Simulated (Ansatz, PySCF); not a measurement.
Gas-phase reaction (SMILES): F[SiH3] → [SiH3] (SiH3) + F atom; the F-Si bond at the site shown breaks (other sites are not compared here).

Structures are relaxed separately at B3LYP-D3(BJ)/def2-TZVP in Ansatz (an electronic-structure program). Correlated levels leave the core frozen unless marked. UHF or UKS for open shells. No spin-orbit coupling. No relativistic terms. CBS(X,Y): correlation extrapolated as X^-3; Hartree-Fock from the larger set. Thermal terms are rigid-rotor harmonic-oscillator values from B3LYP-D3(BJ) frequencies (Ansatz or PySCF) at 298.15 K and 1 atm. 1 Eh = 627.5095 kcal/mol. Atoms have translation alone.

```
species        E, CCSD(T)/CBS(def2-TZVPPD,def2-QZVPPD) (Ansatz) (Eh)  E, wB97X-V/def2-TZVPD (Ansatz) (Eh)  H - E (Eh)
-------------  -----------------------------------------------------  -----------------------------------  ----------
F[SiH3]                                                   -390.71681                           -391.16286     0.03157
[SiH3] (SiH3)                                             -290.80421                           -291.18498     0.02515
F atom                                                     -99.66662                            -99.73522     0.00236
```

Question: Work out ΔE and ΔH at 298.15 K at the first level, then ΔH at the second.

Answer: 
1. ΔE = [(-290.80421) + (-99.66662)] - [(-390.71681)] = 0.24598 Eh = 154.4 kcal/mol at CCSD(T)/CBS(def2-TZVPPD,def2-QZVPPD).
2. The terms H - E add up to -0.00406 Eh, so ΔH = (0.24598 + (-0.00406))×627.5095 = 151.8 kcal/mol.
3. At wB97X-V/def2-TZVPD the same steps give ΔE = 152.3 and ΔH = 149.7 kcal/mol, a shift of -2.1 from the first level.
4. These values are not checked against measurement here, since the tables used lack a sound gas-phase enthalpy of formation for at least one species.
